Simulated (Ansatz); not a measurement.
Input file for Ansatz (an electronic-structure program): U-B3LYP-D3(BJ)/def2-TZVP on H4O2Zr (SMILES [OH][ZrH2][OH]), 2S+1 = 3, a spin state set in the input, which need not be the lowest. Elements past Kr take the def2 small-core potentials; no spin–orbit coupling.

Ansatz 0.2 input:
```yaml
crystal:
  periodic: [false, false, false]
  atoms:
    - {symbol: Zr, position_ang: [-0.54105079, -0.19945018, -0.20546551]}
    - {symbol: O, position_ang: [0.90927633, 0.49141317, -1.15986586]}
    - {symbol: H, position_ang: [1.56880574, 1.27500861, -1.33518826]}
    - {symbol: O, position_ang: [0.01438100, -0.37210632, 1.61497548]}
    - {symbol: H, position_ang: [0.83171657, -0.34721872, 2.14692993]}
    - {symbol: H, position_ang: [-0.94218787, -1.91816858, -0.86870463]}
    - {symbol: H, position_ang: [-1.94274891, 0.99491849, -0.34176940]}
basis:
  gaussian:
    orbitals: def2-TZVP
hamiltonian:
  xc: b3lyp
  dispersion: d3bj
magnetization: {spin_polarized: true, initial_magnetization: 2}
relax: {f_tol: 0.005, max_steps: 120}
```

It printed:

```
WARN ansatz: RAYON_NUM_THREADS=4 ignored (pool sized by the plan → 4); use --threads N
Functional definition: B3LYP
integrals: 0.04 GiB planned
833 factors; their error is unknown
mean field: 0.54 GiB planned
mean field evaluation 1: about -5427.9798 eV, gradient 6.1e1 eV
mean field evaluation 2: about -5335.6339 eV, gradient 1.5e2 eV
mean field evaluation 4: about -5439.7202 eV, gradient 1.2e1 eV
mean field evaluation 8: about -5440.4810 eV, gradient 5.0e-1 eV
mean field evaluation 16: about -5440.5101 eV, gradient 1.3e-2 eV
mean field evaluation 32: about -5440.5101 eV, gradient 3.6e-5 eV
mean field -5440.51014644 eV, -199.9350601713 hartree, gradient 3.6e-5 eV, S^2 2.009430; 4 other end points of the search recorded, 0 dependent functions left out
the calculation of the forces begins
reference -5440.51046508 eV, -199.9350718814 hartree; 17, 15 occupied and 109, 111 virtual orbitals, 833 factors
relax step   1: F+E_penalty+E_count = -5440.69480141 eV  Δ(F+E_penalty+E_count) = +0.000e0 eV  max|allowed force component| = 3.537e0 eV/Å  Δτ_max = 0.0000 Å  (71 SCF iters, accepted)
these checks for a lower state are left out or cut short: starts, cluster_reference, orbital_swaps, neighbouring_geometries, increment
integrals: 0.04 GiB planned
833 factors; their error is unknown
mean field: 0.53 GiB planned
mean field -5441.02903452 eV, -199.9541289567 hartree, gradient 3.9e-5 eV, S^2 2.013051; 0 other end points of the search recorded, 0 dependent functions left out
the calculation of the forces begins
reference -5441.02935905 eV, -199.9541408828 hartree; 17, 15 occupied and 109, 111 virtual orbitals, 833 factors
relax step   2: F+E_penalty+E_count = -5441.20853638 eV  Δ(F+E_penalty+E_count) = -5.137e-1 eV  max|allowed force component| = 9.614e-1 eV/Å  Δτ_max = 0.1917 Å  (52 SCF iters, accepted)
these checks for a lower state are left out or cut short: starts, cluster_reference, orbital_swaps, neighbouring_geometries, increment
integrals: 0.04 GiB planned
833 factors; their error is unknown
mean field: 0.53 GiB planned
mean field -5441.23499531 eV, -199.9616978761 hartree, gradient 8.2e-6 eV, S^2 2.013270; 0 other end points of the search recorded, 0 dependent functions left out
the calculation of the forces begins
reference -5441.23531910 eV, -199.9617097753 hartree; 17, 15 occupied and 109, 111 virtual orbitals, 833 factors
relax step   3: F+E_penalty+E_count = -5441.41284018 eV  Δ(F+E_penalty+E_count) = -2.043e-1 eV  max|allowed force component| = 4.427e-1 eV/Å  Δτ_max = 0.1936 Å  (48 SCF iters, accepted)
these checks for a lower state are left out or cut short: starts, cluster_reference, orbital_swaps, neighbouring_geometries, increment
integrals: 0.04 GiB planned
833 factors; their error is unknown
mean field: 0.52 GiB planned
mean field evaluation 64: about -5441.4550 eV, gradient 3.4e-5 eV
mean field -5441.45503106 eV, -199.9697840409 hartree, gradient 3.4e-5 eV, S^2 2.012758; 0 other end points of the search recorded, 0 dependent functions left out
the calculation of the forces begins
reference -5441.45535168 eV, -199.9697958234 hartree; 17, 15 occupied and 109, 111 virtual orbitals, 833 factors
relax step   4: F+E_penalty+E_count = -5441.63261503 eV  Δ(F+E_penalty+E_count) = -2.198e-1 eV  max|allowed force component| = 5.574e-1 eV/Å  Δτ_max = 0.1958 Å  (41 SCF iters, accepted)
these checks for a lower state are left out or cut short: starts, cluster_reference, orbital_swaps, neighbouring_geometries, increment
integrals: 0.04 GiB planned
833 factors; their error is unknown
mean field: 0.52 GiB planned
mean field -5441.72905343 eV, -199.9798541770 hartree, gradient 2.8e-5 eV, S^2 2.011420; 0 other end points of the search recorded, 0 dependent functions left out
the calculation of the forces begins
reference -5441.72937014 eV, -199.9798658161 hartree; 17, 15 occupied and 109, 111 virtual orbitals, 833 factors
relax step   5: F+E_penalty+E_count = -5441.90663792 eV  Δ(F+E_penalty+E_count) = -2.740e-1 eV  max|allowed force component| = 6.991e-1 eV/Å  Δτ_max = 0.1969 Å  (39 SCF iters, accepted)
these checks for a lower state are left out or cut short: starts, cluster_reference, orbital_swaps, neighbouring_geometries, increment
integrals: 0.04 GiB planned
833 factors; their error is unknown
mean field: 0.52 GiB planned
mean field -5442.04116910 eV, -199.9913242165 hartree, gradient 3.1e-5 eV, S^2 2.008806; 0 other end points of the search recorded, 0 dependent functions left out
the calcula
[...]
 accepted)
these checks for a lower state are left out or cut short: starts, cluster_reference, orbital_swaps, neighbouring_geometries, increment
integrals: 0.04 GiB planned
833 factors; their error is unknown
mean field: 0.52 GiB planned
mean field evaluation 96: about -5443.2165 eV, gradient 1.6e-1 eV
mean field -5443.21660609 eV, -200.0345207292 hartree, gradient 1.3e-5 eV, S^2 2.002286; 0 other end points of the search recorded, 0 dependent functions left out
the calculation of the forces begins
reference -5443.21690407 eV, -200.0345316797 hartree; 17, 15 occupied and 109, 111 virtual orbitals, 833 factors
relax step   9: F+E_penalty+E_count = -5443.39237175 eV  Δ(F+E_penalty+E_count) = -4.129e-1 eV  max|allowed force component| = 8.431e-1 eV/Å  Δτ_max = 0.1950 Å  (40 SCF iters, accepted)
these checks for a lower state are left out or cut short: starts, cluster_reference, orbital_swaps, neighbouring_geometries, increment
integrals: 0.04 GiB planned
833 factors; their error is unknown
mean field: 0.52 GiB planned
mean field -5443.26394609 eV, -200.0362604418 hartree, gradient 3.2e-5 eV, S^2 2.002265; 0 other end points of the search recorded, 0 dependent functions left out
the calculation of the forces begins
reference -5443.26424394 eV, -200.0362713879 hartree; 17, 15 occupied and 109, 111 virtual orbitals, 833 factors
relax step  10: F+E_penalty+E_count = -5443.43869456 eV  Δ(F+E_penalty+E_count) = -4.632e-2 eV  max|allowed force component| = 4.426e-1 eV/Å  Δτ_max = 0.1011 Å  (35 SCF iters, accepted)
these checks for a lower state are left out or cut short: starts, cluster_reference, orbital_swaps, neighbouring_geometries, increment
integrals: 0.04 GiB planned
833 factors; their error is unknown
mean field: 0.52 GiB planned
mean field -5443.27198371 eV, -200.0365558189 hartree, gradient 1.9e-5 eV, S^2 2.002283; 0 other end points of the search recorded, 0 dependent functions left out
the calculation of the forces begins
reference -5443.27228168 eV, -200.0365667694 hartree; 17, 15 occupied and 109, 111 virtual orbitals, 833 factors
relax step  11: F+E_penalty+E_count = -5443.44638060 eV  Δ(F+E_penalty+E_count) = -7.686e-3 eV  max|allowed force component| = 3.987e-1 eV/Å  Δτ_max = 0.0486 Å  (36 SCF iters, accepted)
these checks for a lower state are left out or cut short: starts, cluster_reference, orbital_swaps, neighbouring_geometries, increment
integrals: 0.04 GiB planned
833 factors; their error is unknown
mean field: 0.52 GiB planned
mean field -5443.27562578 eV, -200.0366896627 hartree, gradient 2.0e-5 eV, S^2 2.002314; 0 other end points of the search recorded, 0 dependent functions left out
the calculation of the forces begins
reference -5443.27592449 eV, -200.0367006399 hartree; 17, 15 occupied and 109, 111 virtual orbitals, 833 factors
relax step  12: F+E_penalty+E_count = -5443.44944757 eV  Δ(F+E_penalty+E_count) = -3.067e-3 eV  max|allowed force component| = 1.564e-1 eV/Å  Δτ_max = 0.0942 Å  (36 SCF iters, accepted)
these checks for a lower state are left out or cut short: starts, cluster_reference, orbital_swaps, neighbouring_geometries, increment
integrals: 0.04 GiB planned
833 factors; their error is unknown
mean field: 0.52 GiB planned
mean field evaluation 128: about -5443.1597 eV, gradient 1.9e-5 eV
mean field -5443.15970132 eV, -200.0324295175 hartree, gradient 1.9e-5 eV, S^2 2.002298; 0 other end points of the search recorded, 0 dependent functions left out
the calculation of the forces begins
reference -5443.16000094 eV, -200.0324405282 hartree; 17, 15 occupied and 109, 111 virtual orbitals, 833 factors
relax step  13: F+E_penalty+E_count = -5443.33250487 eV  Δ(F+E_penalty+E_count) = +1.169e-1 eV  max|allowed force component| = 2.316e0 eV/Å  Δτ_max = 0.1990 Å  (42 SCF iters, rejected (line search))
these checks for a lower state are left out or cut short: starts, cluster_reference, orbital_swaps, neighbouring_geometries, increment
integrals: 0.04 GiB planned
833 factors; their error is unknown
mean field: 0.52 GiB planned
mean field -5443.29280035 eV, -200.0373208164 hartree, gradient 8.8e-6 eV, S^2 2.002334; 0 other end points of the search recorded, 0 dependent functions left out
the calculation of the forces begins
reference -5443.29309901 eV, -200.0373317920 hartree; 17, 15 occupied and 109, 111 virtual orbitals, 833 factors
relax step  14: F+E_penalty+E_count = -5443.46645884 eV  Δ(F+E_penalty+E_count) = -1.701e-2 eV  max|allowed force component| = 9.472e-2 eV/Å  Δτ_max = 0.0838 Å  (36 SCF iters, accepted)
these checks for a lower state are left out or cut short: starts, cluster_reference, orbital_swaps, neighbouring_geometries, increment
integrals: 0.04 GiB planned
833 factors; their error is unknown
mean field: 0.52 GiB planned
mean field -5443.29472894 eV, -200.0373916908 hartree, gradient 1.3e-5 eV, S^2 2.002340; 0 other end points of the search recorded, 0 dependent functions left out
the calculation of the forces begins
reference -5443.29502727 eV, -200.0374026543 hartree; 17, 15 occupied and 109, 111 virtual orbitals, 833 factors
relax step  15: F+E_penalty+E_count = -5443.46852065 eV  Δ(F+E_penalty+E_count) = -2.062e-3 eV  max|allowed force component| = 7.843e-2 eV/Å  Δτ_max = 0.0506 Å  (35 SCF iters, accepted)
these checks for a lower state are left out or cut short: starts, cluster_reference, orbital_swaps, neighbouring_geometries, increment
integrals: 0.04 GiB planned
833 factors; their error is unknown
mean field: 0.52 GiB planned
mean field -5443.29528126 eV, -200.0374119882 hartree, gradient 8.3e-6 eV, S^2 2.002353; 0 other end points of the search recorded, 0 dependent functions left out
the calculation of the forces begins
reference -5443.29557959 eV, -200.0374229518 hartree; 17, 15 occupied and 109, 111 virtual orbitals, 833 factors
relax step  16: F+E_penalty+E_count = -5443.46895770 eV  Δ(F+E_penalty+E_count) = -4.371e-4 eV  max|allowed force component| = 2.403e-2 eV/Å  Δτ_max = 0.0128 Å  (37 SCF iters, accepted)
these checks for a lower state are left out or cut short: starts, cluster_reference, orbital_swaps, neighbouring_geometries, increment
integrals: 0.04 GiB planned
833 factors; their error is unknown
mean field: 0.52 GiB planned
mean field -5443.29534295 eV, -200.0374142553 hartree, gradient 1.1e-5 eV, S^2 2.002357; 0 other end points of the search recorded, 0 dependent functions left out
the calculation of the forces begins
reference -5443.29564124 eV, -200.0374252173 hartree; 17, 15 occupied and 109, 111 virtual orbitals, 833 factors
relax step  17: F+E_penalty+E_count = -5443.46899611 eV  Δ(F+E_penalty+E_count) = -3.841e-5 eV  max|allowed force component| = 4.310e-3 eV/Å  Δτ_max = 0.0041 Å  (31 SCF iters, accepted)
integrals: 0.04 GiB planned
833 factors; their error is unknown
mean field: 0.52 GiB planned
mean field evaluation 160: about -5343.8478 eV, gradient 1.5e2 eV
mean field -5443.29534295 eV, -200.0374142553 hartree, gradient 1.1e-5 eV, S^2 2.002357; 1 other end points of the search recorded, 0 dependent functions left out
the calculation of the forces begins
reference -5443.29564124 eV, -200.0374252173 hartree; 17, 15 occupied and 109, 111 virtual orbitals, 833 factors
Total energy: -5443.46929440 eV, -200.0438068532 hartree
Atom 0 at    -0.048486    -0.023184    -0.035123 Å, force     0.001341     0.004310     0.001378 eV/Å
Atom 1 at     1.075033     0.830504    -1.367635 Å, force     0.001494    -0.000133    -0.001377 eV/Å
Atom 2 at     1.788768     1.267515    -1.828080 Å, force    -0.002288    -0.001468     0.002033 eV/Å
Atom 3 at     0.229261    -0.414502     1.845343 Å, force     0.000650    -0.001491     0.002901 eV/Å
Atom 4 at     0.589065    -0.497311     2.726313 Å, force    -0.000850     0.000714    -0.004042 eV/Å
Atom 5 at    -1.707613    -0.987095    -0.845280 Å, force    -0.003970     0.001412    -0.000596 eV/Å
Atom 6 at    -2.027835    -0.251531    -0.644628 Å, force     0.003623    -0.003344    -0.000297 eV/Å
Dipole moment:     0.117809     0.039621     0.046671 e Å
```

The run converged.

Cost: roughly 120 core-seconds.
